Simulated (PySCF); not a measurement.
**Spin states of SnH**

Unrestricted PBE0; PySCF, scalar-relativistic core potentials, basis sets Sn def2-SVPD with ECP28, H def2-SVPD. Outer shells of the fragments: Sn 4d10 5s2 5p2; H 1s1.

Followed along the bond (rough minima from three points):

| 2Ms+1 | unpaired | ⟨S²⟩ at the start | R at minimum (Å) | Te (eV) |
| --- | --- | --- | --- | --- |
| 2 | π ↑ | 0.75 | 1.79 | 0.00 |
| 4 | σ ↑, π ↑↑ | 3.75 | 1.78 | 1.89 |

Solutions found at the starting distance of 1.670 Å, counted from the lowest of them; the search is not exhaustive and high or unbound solutions are not listed, so other states can lie among these:

| 2Ms+1 | unpaired | term | E (eV) | ⟨S²⟩ | ⟨Lz²⟩ | μ (D) |
| --- | --- | --- | --- | --- | --- | --- |
| 2 | π ↑ | ²Π | 0.00 | 0.75 | 1.00 | -0.17 |
| 4 | σ ↑, π ↑↑ | ⁴Σ⁻ | 1.85 | 3.75 | 0.00 | 0.01 |
| 2 | σ ↓, π ↑↑ | mixed | 2.49 | 1.77 | 0.00 | 0.17 |
| 2 | σ ↑, π ↑↓ | mixed | 2.51 | 1.76 | 2.01 | 0.10 |
| 2 | σ ↑ | mixed | 3.34 | 0.76 | 2.00 | 0.08 |
| 4 | σ ↑↑, π ↑ | ⁴Π | 5.55 | 3.75 | 1.01 | 1.89 |
| 2 | π ↑ | ²Π | 7.35 | 0.79 | 1.00 | 0.00 |
| 4 | σ ↑, π ↑↑ | mixed | 7.61 | 3.76 | 2.00 | 0.17 |
| 4 | σ ↑, π ↑, δ ↑ | mixed | 7.85 | 3.76 | 5.00 | 0.41 |
| 4 | σ ↑, π ↑, δ ↑ | mixed | 7.88 | 3.76 | 4.97 | 0.38 |

A term symbol is given only where ⟨S²⟩ and ⟨Lz²⟩ are close to those of a pure state; real π, δ and φ orbitals otherwise mix terms. A positive dipole means Sn(−)H(+).

Spin–orbit coupling is left out. Counting both spins, an empty level lies below a filled one in some of these solutions, because spin and occupation are held.
